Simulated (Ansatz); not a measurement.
## A ladder of methods for GeSiH3ClO (SMILES [SiH3][O][Ge][Cl])

GeSiH3ClO: 7 atoms, total charge 0, spin state singlet. As SMILES, `[SiH3][O][Ge][Cl]`. The shape was relaxed beforehand at PBE0/def2-SVP. This is one conformer, not always the lowest.

```xyz
7

Si    0.1834    0.6730   -0.6157
O     0.4346   -0.9750   -0.4064
Ge    0.0793   -2.2394    0.7815
Cl   -0.9940   -0.9996    2.2819
H     0.7985    1.0507   -1.9196
H    -1.2764    0.9782   -0.6494
H     0.8360    1.4441    0.4820
```

Quantity: the adiabatic electron affinity (to the doublet anion, shapes relaxed at PBE0/def2-SVP, no zero-point term), in eV. The values are calculated.

The electron affinity is E(neutral) − E(anion): positive where the electron is bound.

```
           level                    kind  program  value (eV)  less CCSD(T)/def2-SVP  CPU time (all runs)
     HF/def2-SVP            Hartree–Fock   Ansatz        0.48                  -0.02                3.6 s
    PBE/def2-SVP                     GGA   Ansatz        0.70                  +0.20                5.5 s
  B3LYP/def2-SVP           global hybrid   Ansatz        0.76                  +0.26                8.2 s
wB97M-V/def2-SVP  range-separated hybrid   Ansatz        0.69                  +0.19                 36 s
    MP2/def2-SVP     perturbation theory   Ansatz        0.49                  -0.01                4.1 s
CCSD(T)/def2-SVP   coupled cluster or CI   Ansatz        0.50                   0.00                 41 s
```

CCSD(T)/def2-SVP is the highest level here, not the true value. All-electron rows without a relativistic Hamiltonian named are non-relativistic. The values span 0.48 to 0.76 eV. In the correlated wave-function rows the outer d shell of Ge is correlated, in sets not made for it. In so small a basis fixed costs decide the times, and correlated methods can beat functionals. CPU times are rough (shared hosts, several kinds of processor and program).
